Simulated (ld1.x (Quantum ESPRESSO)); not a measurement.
**Transferability test, TM potential for selenium (Se)**

Se, norm-conserving Troullier–Martins (Kleinman–Bylander form), made with ld1.x (Quantum ESPRESSO) 7.5 (PBE, scalar-relativistic). Core [Ar] 3d10, reference 4s2 4p4. Waves: 4s (bound): rc 1.40 bohr; 4p (bound): rc 1.95 bohr; 4d channel at 0.4 Ry: rc 1.95 bohr. Local part: the d channel. Core correction: none.

Energies are relative to the spin-unpolarised reference configuration 4s2 4p4; without spin polarisation the order of configurations can differ from experiment.

(1) Give the all-electron excitation energy and the error of the potential for: 4s2 4p3; 4s2 4p2; 4s2 4p1; 4s2 4p3.5; 4s0 4p6; 4s2 4p0; 4s2 4p4.3.

Levels in the configuration 4s2 4p1:

```json
{"level": "4s", "all-electron (eV)": "-49.321", "pseudo (eV)": "-49.419"}
{"level": "4p", "all-electron (eV)": "-36.414", "pseudo (eV)": "-36.493"}
```

Answers

(1)

```
valence configuration  charge  ΔE all-electron (eV)  error AE − PS (meV)
              4s2 4p3      +1                10.845                  -13
              4s2 4p2      +2                31.193                  -60
              4s2 4p1      +3                62.061                 -141
            4s2 4p3.5    +0.5                 4.310                 -3.0
              4s0 4p6       0                21.964                 +3.9
              4s2 4p0      +4               104.245                 -192
            4s2 4p4.3    -0.3                -1.593                 -0.3
```
